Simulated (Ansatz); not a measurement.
Reaction (ligand exchange at the Si–N bond): `[SiH3]N[SiH2][GaH2]` + `N=C=N` → `N=C=N[SiH2][GaH2]` + `N[SiH3]`

Calculated with Ansatz (gas phase, PBE0-D4/def2-TZVP geometries, no zero-point term in ΔE). CBS: MP2 limit from def2 TZ/QZ plus the TZ coupled-cluster correction, frozen cores. This one scheme is used for every species. DFT in def2-TZVPP. B3LYP here is the variant with VWN-RPA as its local correlation; programs differ in this. For Ga outer-core shells are correlated without core-valence functions, which leaves a few kJ/mol of doubt a bond. Scalar relativity is left out up to krypton. Each species was taken in one conformer, which may not be the lowest.

`[SiH3]N[SiH2][GaH2]`:

Z-matrix (Å, degrees):
```
Si
N 1 1.706
H 1 1.518 2 105.8
H 1 1.486 2 114.4 3 116.5
H 1 1.486 2 115.3 3 -116.5
Si 2 1.752 1 122.2 3 5.4
H 2 1.010 1 118.6 3 -176.1
Ga 6 2.420 2 100.0 1 -2.3
H 6 1.493 2 110.1 1 119.9
H 6 1.493 2 109.8 1 -124.5
H 8 1.572 6 120.5 2 -92.6
H 8 1.573 6 120.5 2 91.7
```

`N=C=N`:

Z-matrix (Å, degrees):
```
N
C 1 1.217
H 1 1.010 2 119.5
N 2 1.217 1 171.2 3 -135.2
H 4 1.010 2 119.5 1 -135.2
```

`N=C=N[SiH2][GaH2]`:

Cartesian coordinates in Å:
```
N 1.966 -0.684 -2.126
C 0.976 -0.128 -1.685
N -0.081 0.346 -1.355
Si -1.237 0.398 -0.072
Ga -0.322 -0.176 2.094
H 2.890 -0.303 -2.003
H -1.793 1.778 -0.046
H -2.355 -0.513 -0.443
H -1.262 -0.283 3.351
H 1.218 -0.434 2.286
```

`N[SiH3]`:

Cartesian coordinates in Å:
```
N 0.279 -1.026 -0.079
Si -0.067 0.656 0.020
H -0.104 -1.570 -0.835
H 0.328 -1.575 0.765
H 0.197 1.255 -1.314
H -1.467 1.014 0.399
H 0.834 1.247 1.043
```

```csv
level,ΔE (kJ/mol),difference from CCSD(T)/CBS
B3LYP-D4,-12.0,-5.6
r2SCANh-D4,-7.3,-0.9
r2SCAN0-D4,-8.3,-1.9
CAM-B3LYP-D4,-13.5,-7.1
ωB97X-V,-10.3,-3.9
PBE-QIDH,-9.6,-3.2
revPBE,-17.2,-10.8
r2SCAN,-7.7,-1.3
PBE0,-11.2,-4.8
B3LYP,-21.9,-15.5
MP2/def2-SVP,-14.5,-8.1
MP2/def2-TZVPP,-10.5,-4.1
SCS-MP2/def2-TZVPP,-14.1,-7.7
HF/def2-QZVPP,-36.2,-29.8
HF/CBS(def2),-36.2,-29.8
CCSD/CBS(def2),-9.6,-3.2
CCSD(T)/CBS,-6.4,0
```

Task: What do rigid-rotor, harmonic-oscillator terms from PBE0-D4/def2-TZVP frequencies (298.15 K, 1 bar) make of the CCSD(T)/CBS value? (Estimate.)

Result: The calculation gave: ΔZPE = -1.4 kJ/mol, ΔH = -5.2 kJ/mol, ΔS = 35 J/(mol·K), ΔG = -15.6 kJ/mol. Modes under 50 cm⁻¹ make the entropy rough.

Largest T1 diagnostic among the species: 0.017.

Leaving LDA and LC-ωPBE aside and taking each functional with its dispersion term where it has one, the values, not all of them listed here, spread over 13.8 kJ/mol, from B2PLYP to PBE-D4. LDA lies +16.7 kJ/mol from PBE without D4. At CCSD(T), def2-SVP lies −3.1 kJ/mol from the extrapolated value and def2-TZVPP +0.2 kJ/mol.

CCSD(T)/CBS has its own doubt, a few kJ/mol and more with outer-core shells, so smaller differences from it don't rank the levels.
